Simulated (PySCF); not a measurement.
Gas-phase reaction: 3 GaHCl2 + 3 NH3 ⇌ GaH3.NH3 + 2 GaCl2NH2 + 2 HCl

Computed with PySCF (xtb for GFN2) and rigid-rotor harmonic-oscillator thermochemistry at 1 bar. † marks an energy on the PBE0/def2-TZVP geometry and frequencies; other levels use their own. CCSD(T) freezes the core. 6-31G* has spherical d functions here. All species are closed-shell singlets. B3LYP is the form with VWN-RPA correlation. Ga: all electrons, no relativistic terms. Adducts (GaH3.NH3) have no counterpoise correction, and HF, PBE, BLYP, B3LYP and PBE0 lack dispersion. GaHCl2, GaH3.NH3, GaCl2NH2: computed as isolated molecules; such fragments, hydroxides, amides, oligomers or adducts are transient or little studied in the gas. CCSD(T) isn't extrapolated to the basis-set limit. Warning, point group unlike the PBE0 one: GaCl2NH2 (B3LYP/6-31G*, GFN2-xTB, PBE/def2-SVP).

| level | ΔH°(298 K), kJ |
|---|---|
| B3LYP/6-31G* | ___ |
| BLYP/def2-TZVP† | 101 |
| CCSD(T)/def2-SVP† | 40 |
| GFN2-xTB | ___ |
| M06-2X/def2-TZVP† | 69 |
| PBE/def2-SVP | ___ |
| PBE/def2-TZVP† | 84 |
| PBE0/def2-QZVP† | ___ |
| PBE0/def2-SVP† | 54 |
| PBE0/def2-TZVP | 81 |
| r2SCAN/def2-TZVP† | 72 |

Question: Complete the blanks.

Answer: 
- B3LYP/6-31G*, ΔH°(298 K), kJ: 80
- GFN2-xTB, ΔH°(298 K), kJ: 150
- PBE/def2-SVP, ΔH°(298 K), kJ: 56
- PBE0/def2-QZVP†, ΔH°(298 K), kJ: 83
